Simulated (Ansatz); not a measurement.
`CC[O][Ti]([F])([F])[F]` and `[F][Ti]([F])([F])[F]` differ in one atom or group.

Ansatz, PBE0-D4/def2-TZVP geometries, multiplicity 1. Each molecule was computed in one conformer, which needn't be the lowest.

Scalar relativity is left out up to krypton.

```csv
property,`CC[O][Ti]([F])([F])[F]`
HOMO energy (ωB97M-V/def2-TZVPP) / eV,-11.65
HOMO–LUMO gap (B3LYP/def2-TZVPP) / eV,6.71
HOMO energy (PBE0/def2-TZVPP) / eV,-9.29
"ideal-gas entropy at 298 K and 1 bar (rigid rotor, harmonic PBE0-D4/def2-TZVP) / J/(mol·K)",429
size of the dipole moment (PBE/def2-TZVPP) / D,3.65
HOMO energy (PBE/def2-TZVPP) / eV,-7.73
```

**Question.** Give the same properties after the change, and the shifts. (Estimate.)

**Answer.** Computed: 
```json
{"property": "HOMO energy (ωB97M-V/def2-TZVPP) / eV", "`[F][Ti]([F])([F])[F]`": "-15.01", "shift": "-3.36"}
{"property": "HOMO–LUMO gap (B3LYP/def2-TZVPP) / eV", "`[F][Ti]([F])([F])[F]`": "8.78", "shift": "2.07"}
{"property": "HOMO energy (PBE0/def2-TZVPP) / eV", "`[F][Ti]([F])([F])[F]`": "-12.52", "shift": "-3.23"}
{"property": "ideal-gas entropy at 298 K and 1 bar (rigid rotor, harmonic PBE0-D4/def2-TZVP) / J/(mol·K)", "`[F][Ti]([F])([F])[F]`": "306", "shift": "-123"}
{"property": "size of the dipole moment (PBE/def2-TZVPP) / D", "`[F][Ti]([F])([F])[F]`": "0.00", "shift": "-3.65"}
{"property": "HOMO energy (PBE/def2-TZVPP) / eV", "`[F][Ti]([F])([F])[F]`": "-10.42", "shift": "-2.69"}
```

With PBE0 the HOMO falls by 3.23 eV and the LUMO falls by 1.04 eV, so the gap widens by about 2.19 eV. PBE moves the HOMO by -2.69 eV and ωB97M-V by -3.36 eV. The zero-point energy changes by -178.2 kJ/mol with -21 modes. Modes under 60 cm⁻¹, often nearly free rotors, make the harmonic entropy too high.

B3LYP here is the variant with VWN-RPA as its local correlation; programs differ in this.
